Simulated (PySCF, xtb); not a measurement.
C3H2F3, SMILES F[C](F)C(=C)F (connectivity only; charge and spin as stated), charge +1, multiplicity 1. Other conformers were not sampled.

Harmonic wavenumbers (cm⁻¹) from GFN2-xTB run with xtb at its own minimum, in rising order: 115, 186, 327, 351, 481, 537, 586, 668, 798, 913, 937, 1190, 1287, 1405, 1470, 1517, 3020, 3068.

Q: What does PBE0-D3(BJ)/def2-SVP (PySCF 2.14.0) give at its own minimum? (An estimate is asked for; the answer gives what the named calculation found.)

A: 120, 236, 383, 388, 531, 603, 680, 781, 849, 974, 1040, 1304, 1411, 1597, 1620, 1681, 3178, 3300. Paired by order, the mean absolute difference is 101 cm⁻¹ and the zero-point energies are 27.0 and 29.6 kcal/mol.
